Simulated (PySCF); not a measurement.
C5H11GeNO, SMILES C=[CH][Ge]([NH2])([CH]=C)[O]C at its GFN2-xTB optimised geometry (Å):

```
19

C     -2.5409    -2.7630     1.9681
C     -1.3914    -2.1946     1.6518
Ge    -1.0716    -1.1613     0.0000
N     -1.5357     0.6245     0.0000
C     -1.8098    -1.9364    -1.6612
C     -2.2325    -1.2123    -2.6818
O      0.7083    -1.1613     0.0000
C      1.5008    -0.4937    -0.9508
H     -2.6798    -3.3183     2.8843
H     -3.4006    -2.7024     1.3180
H     -0.5440    -2.2743     2.3183
H     -2.5285     0.8072     0.0328
H     -1.0968     1.1613     0.7368
H     -1.8226    -3.0169    -1.7222
H     -2.6062    -1.6558    -3.5938
H     -2.2250    -0.1345    -2.6397
H      1.1824     0.5427    -1.0849
H      1.4640    -0.9961    -1.9210
H      2.5285    -0.5084    -0.5823
```

Calculation: B3LYP/def2-SVP in PySCF.

Map of the log10 of the electron density (e/bohr³), floored at −4 on the plane z = 1.2 Å:

```
|                               |
|                               |
|                               |
|                               |
|                               |
|                               |
|                               |
|           ..                  |
|        ..:--:.                |
|       .:-====-.               |
|      .:-=+**+=:.              |
|     .:-=+*##*+-.              |
|     :-=+*###*+-.              |
|    .:-=+*###*+-:.             |
|     :-=+****+=-:::.           |
|     .-=++***+====--:.         |
|     .:==+***++=++==-..        |
|    .:-=++****+++*++-:.        |
|   .::-=+*###**+***+=:.        |
|  .:-==+*#%%%#*****+=:.        |
| .:=+++*#%@@@%*+++++-:         |
| :=+*####%@@@%#+++==-.         |
|.-=*%%%%%@@@@%*+=--:.          |
|.-+#%@@%%%@%%#*=-::.           |
|.-+*%@@%%%%##*+=-.             |
|.:=+#######**+=-:              |
| .-=+*****++==-:.              |
|  .:-==+++==--:.               |
|   .::------:.                 |
|     ..:::..                   |
|                               |
```
Scale: ten equal steps from -4.00 (start of ' ') to -0.570 (end of '@'), in the order ' .:-=+*#%@'; x runs from -5.00 to 5.00, y from -5.00 (bottom) to 5.00 (top).
